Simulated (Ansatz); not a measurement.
Basis sets compared for bistriflimide, `O=S(=O)([N-]S(=O)(=O)C(F)(F)F)C(F)(F)F`. Charge -1, multiplicity 1. Geometry PBE-D4/def2-SVP. Ansatz on 4 threads of Arm Neoverse V1 on a shared host; times are rough, and most runs start from earlier orbitals.

```csv
atom,x (Å),y (Å),z (Å)
O1,0.909,1.591,-2.031
S2,0.160,0.537,-1.313
O3,0.313,-0.878,-1.724
N4,0.237,0.863,0.283
S5,-0.089,-0.280,1.401
O6,-0.951,-1.409,0.983
O7,-0.351,0.401,2.687
C8,1.613,-1.070,1.663
F9,2.124,-1.543,0.515
F10,1.504,-2.100,2.533
F11,2.484,-0.182,2.180
C12,-1.649,0.940,-1.708
F13,-1.902,0.659,-3.006
F14,-2.495,0.224,-0.951
F15,-1.907,2.248,-1.510
```

| level | functions | energy (Eh) | HOMO (eV) | LUMO (eV) | wall time |
| --- | --- | --- | --- | --- | --- |
| PBE-D4/def2-SVP | 218 | -1824.9114 | -2.35 | 3.81 | 3.9 s |
| PBE0-D4/def2-SVP (with forces) | 218 | -1824.9254 | -4.14 | 4.57 | 7.5 s |

**Question.** Estimate the rows for PBE-D4/def2-SVPD, PBE0-D4/def2-SVPD.

**Answer.** 
| level | functions | energy (Eh) | HOMO (eV) | LUMO (eV) | wall time |
| --- | --- | --- | --- | --- | --- |
| PBE-D4/def2-SVPD | 344 | -1825.0402 | -3.12 | 2.67 | 10 s |
| PBE0-D4/def2-SVPD | 344 | -1825.0407 | -4.72 | 3.42 | 23 s |
